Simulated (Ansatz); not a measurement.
Relaxation of C$_{2}$H$_{10}$OSi$_{2}$ (15 atoms, charge 0, multiplicity 1), to a largest force component of 0.02 eV/Å in at most 40 steps.

All numbers below come from RKS PBE-D4/6-31G* in Ansatz.

```xyz
15
Properties=species:S:1:pos:R:3:forces:R:3
Si 0.000 0.000 0.000 0.49 -1.30 -0.22
H 0.000 0.000 1.460 -0.04 -0.13 1.00
C 1.763 0.000 -0.623 0.29 -0.03 -0.16
H 2.111 -1.046 -0.751 0.06 0.27 0.02
H 1.812 0.528 -1.598 0.20 -0.20 0.21
H 2.415 0.519 0.111 -0.02 -0.10 -0.24
Si -1.046 1.812 -0.739 -0.44 0.57 -0.19
H -2.430 1.478 -1.061 -0.81 -0.04 -0.19
H -1.022 2.844 0.293 -0.03 0.72 0.49
H -0.374 2.307 -1.937 0.29 0.39 -0.70
O -0.791 -1.371 -0.559 0.13 -0.23 -0.28
C -1.536 -2.268 0.250 0.09 0.28 0.10
H -1.225 -2.158 1.310 -0.23 -0.24 0.03
H -2.619 -2.040 0.157 0.07 -0.16 0.11
H -1.349 -3.311 -0.083 -0.04 0.19 0.05
```

Q: Where does it end, and by what steps?

A: It converged. The force dipped under the threshold on the way, but the program's further checks kept it going. After 19 steps the energy has fallen by 0.389 eV; H10 moved furthest, 1.02 Å.

```csv
step,energy less start (eV),largest force component (eV/Å),accepted
0,0.0000,1.295,yes
1,-0.2584,0.326,yes
2,-0.2886,0.220,yes
3,-0.3073,0.241,yes
4,-0.3427,0.124,yes
5,-0.3546,0.401,yes
6,-0.3775,0.094,yes
7,-0.2995,1.078,no
8,-0.3823,0.023,yes
9,-0.3849,0.044,yes
10,-0.3829,0.215,no
11,-0.3831,0.142,no
12,-0.3862,0.015,yes
13,-0.3873,0.039,yes
14,-0.3879,0.071,yes
15,-0.3883,0.048,yes
16,-0.3890,0.012,yes
17,-0.3892,0.012,yes
18,-0.3892,0.021,yes
19,-0.3893,0.006,yes
```

```xyz
15
Properties=species:S:1:pos:R:3
Si 0.206 -0.139 0.134
H 0.232 -0.098 1.646
C 1.949 0.049 -0.550
H 2.590 -0.780 -0.207
H 1.943 0.047 -1.653
H 2.398 0.998 -0.210
Si -1.186 1.622 -0.598
H -2.610 1.466 -0.139
H -0.682 2.931 -0.052
H -1.205 1.734 -2.098
O -0.346 -1.647 -0.378
C -1.634 -2.117 0.010
H -1.760 -2.118 1.111
H -2.446 -1.505 -0.432
H -1.740 -3.152 -0.354
```

Whether the end is a true minimum wasn't checked by a vibrational analysis.

Time of the run: 28 s on 4 threads of Arm Neoverse V1, with other jobs on the host, peak memory 0.16 GiB.
